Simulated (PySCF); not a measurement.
# TiFCl, triplet: structure and spectrum

Method: UPBE0 in PySCF with Ti def2-TZVP, F def2-TZVP, Cl def2-TZVP; no relativity; density-fitted integrals.

The structure is a minimum.

Z-matrix (Å, degrees; charge 0 multiplicity 3):
```
Ti
F  1 1.7932
Cl 1 2.2310 2 142.98
```

| Property | Result |
| --- | --- |
| Point group | Cs |
| Bond lengths | Ti–Cl 2.231 Å, Ti–F 1.793 Å |
| Bond angles | Cl–Ti–F 143.0° |
| Spin squared ⟨S²⟩ | 2.006 |
| Rotational symmetry number | 1 |
| Lowest empty level (α) | -2.70 eV |
| Enthalpy at 298.15 K above 0 K | 12.98 kJ/mol |
| Principal quadrupole moments (Buckingham, traceless) about the centre of mass | -11.71, 4.32, 7.39 D Å |
| Dipole moment | 2.41 D |
| Highest occupied level (α) | -6.04 eV |
| Rotational constants | 1.827, 0.08581, 0.08196 cm⁻¹ |
| Principal polarisabilities | 46.4, 53.1, 58.5 bohr³ |
| Heat capacity Cp at 298.15 K | 51.0 J/(mol K) |
| Zero-point energy | 7.2 kJ/mol |
| Entropy at 298.15 K and 1 bar (electronic part: spin only) | 298.1 J/(mol K) |
| Atomisation energy without zero-point energy | 1061 kJ/mol |

Harmonic modes (masses in u: Ti 47.948, F 18.998, Cl 34.969):
```
symmetry  ω (cm⁻¹)  IR (km/mol)
      a'        89         20.4
      a'       412         62.2
      a'       699          206
```

Charges (e):
```json
{"atom": "Ti1", "Mulliken": "0.96", "Löwdin": "0.26", "polar tensor": "1.42", "spin (Mulliken)": "2.06", "Mayer order to Ti1": "–"}
{"atom": "F2", "Mulliken": "-0.51", "Löwdin": "-0.27", "polar tensor": "-0.76", "spin (Mulliken)": "-0.02", "Mayer order to Ti1": "0.89"}
{"atom": "Cl3", "Mulliken": "-0.45", "Löwdin": "0.00", "polar tensor": "-0.66", "spin (Mulliken)": "-0.05", "Mayer order to Ti1": "1.02"}
```

Mulliken populations on Ti1: s 6.50, p 12.20, d 2.32, f 0.02.

Formally Ti is in oxidation state +2, d2, with 2 unpaired electrons (the high-spin count). The Mulliken spin on Ti is 2.06. The polar-tensor charge on Ti, 1.42, is below the formal one.

This need not be the most stable arrangement of these atoms. Other spin states or occupations of the open shell can lie lower.

The final relaxation and frequency run took 86 s on 4 threads of a shared Arm Neoverse V1 host, with 113 basis functions and 17 gradients; the process peaked at 1 GiB.
